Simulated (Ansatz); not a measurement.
Two members of one family (Series BEt2X), computed with Ansatz in the gas phase. Binding counts from free atoms in the multiplicity of their measured ground term, without zero-point energy. A dash marks a value that wasn't run or was left out as unsound. The structures are stationary points that may keep the symmetry of their start.

First: BEt2(OiPr) (singlet, charge 0, PBE-D4/def2-SVP geometry).

Cartesian coordinates in Å:
```
B 0.236 0.566 -0.541
C 0.260 2.103 -0.939
C -1.016 2.638 -1.610
H 1.114 2.217 -1.651
H 0.529 2.719 -0.054
H -0.909 3.695 -1.932
H -1.288 2.051 -2.513
H -1.888 2.596 -0.923
C -0.324 -0.554 -1.529
C -1.771 -0.962 -1.185
H 0.325 -1.459 -1.521
H -0.294 -0.172 -2.573
H -2.177 -1.710 -1.898
H -1.846 -1.404 -0.170
H -2.455 -0.088 -1.204
O 0.720 0.278 0.706
C 0.835 -1.030 1.286
C -0.053 -1.082 2.526
C 2.307 -1.286 1.599
H 0.485 -1.795 0.556
H 0.258 -0.308 3.257
H 0.012 -2.074 3.015
H -1.113 -0.897 2.259
H 2.918 -1.247 0.676
H 2.691 -0.515 2.298
H 2.443 -2.282 2.066
```

```tsv
level	HOMO (eV)	LUMO (eV)	gap (eV)	vertical IE (eV)	vertical triplet (eV)	binding per atom (eV)
PBE-D4/def2-SVP	-6.04	-0.40	5.64	–	–	4.30
PBE-D4/def2-TZVP	-6.16	-0.61	5.55	8.86	5.30	4.25
r2SCAN-D4/def2-TZVP	-6.42	-0.23	6.19	–	5.48	4.19
PBE0-D4/def2-SVP	-7.47	0.57	8.04	–	–	4.25
PBE0-D4/def2-TZVP	-7.53	0.35	7.88	9.32	5.77	4.20
```

Second: BEt2Ph (singlet, charge 0, PBE-D4/def2-SVP geometry).

```xyz
26

B    -0.095    0.590    0.880
C    -1.511    0.819    1.549
C    -2.755    0.921    0.656
H    -1.465    1.675    2.259
H    -1.600   -0.074    2.223
H    -3.691    0.990    1.248
H    -2.708    1.824    0.011
H    -2.851    0.051   -0.024
C     1.186    1.240    1.549
C     2.516    0.474    1.507
H     0.955    1.573    2.584
H     1.289    2.202    0.979
H     3.355    1.069    1.922
H     2.453   -0.461    2.102
H     2.792    0.177    0.477
C     0.045   -0.274   -0.426
C    -0.650   -1.499   -0.580
C    -0.512   -2.281   -1.736
C     0.299   -1.835   -2.792
C     0.985   -0.616   -2.674
C     0.871    0.142   -1.499
H    -1.301   -1.859    0.233
H    -1.052   -3.238   -1.821
H     0.397   -2.440   -3.707
H     1.621   -0.260   -3.500
H     1.428    1.090   -1.420
```

**Question.** Estimate how these quantities change from the first to the second (second minus first).

**Answer.** 
| level | Δ HOMO (eV) | Δ LUMO (eV) | Δ gap (eV) | Δ vertical IE (eV) | Δ vertical triplet (eV) | Δ binding per atom (eV) |
| --- | --- | --- | --- | --- | --- | --- |
| PBE-D4/def2-SVP | 0.05 | -1.54 | -1.59 | – | – | 0.45 |
| PBE-D4/def2-TZVP | 0.10 | -1.44 | -1.54 | -0.42 | -1.63 | 0.43 |
| r2SCAN-D4/def2-TZVP | 0.18 | -1.59 | -1.77 | – | -1.81 | 0.40 |
| PBE0-D4/def2-SVP | 0.44 | -1.65 | -2.09 | – | – | 0.43 |
| PBE0-D4/def2-TZVP | 0.48 | -1.50 | -1.98 | -0.63 | -1.97 | 0.42 |
